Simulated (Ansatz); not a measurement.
CH$_{6}$B$_{2}$S, relaxed with RKS PBE0-D4/def2-TZVP in Ansatz 0.2.0 from a PBE-D4/def2-SVP geometry. The force threshold is 0.005 eV/Å; the program also tests the step.

Total charge 0; spin multiplicity 1. The bonds changed during the relaxation, so this is another structure than the one it started from.

Start:

```xyz
10

B     1.511    0.031    0.590
B     0.357    0.314   -0.593
C    -0.942   -0.597   -0.604
S    -1.489    1.026    0.123
H     1.307    0.150    1.795
H     2.616   -0.402    0.298
H     0.549    0.953   -1.616
H    -1.102   -1.420    0.114
H    -1.502   -0.756   -1.543
H    -1.307    0.702    1.436
```

Question: How much energy does the relaxation release, and in how many steps? (Estimate.)

Answer: The calculation gave: 4.32 kJ/mol, in 13 steps, 2 of them rejected.

Question: Which bonds change most? (An estimate is asked.)

Answer: Computed: B2–S4 from 2.104 to 2.072 Å; C3–S4 from 1.861 to 1.833 Å; B1–H5 from 1.227 to 1.205 Å; S4–H10 from 1.365 to 1.343 Å.

Question: Give the relaxed structure. (Best estimate.)

Answer: Computed: 
```xyz
10

B     1.492    0.027    0.586
B     0.353    0.312   -0.596
C    -0.936   -0.590   -0.596
S    -1.462    1.013    0.121
H     1.267    0.118    1.766
H     2.591   -0.370    0.305
H     0.541    0.939   -1.601
H    -1.084   -1.396    0.117
H    -1.491   -0.752   -1.515
H    -1.271    0.699    1.412
```
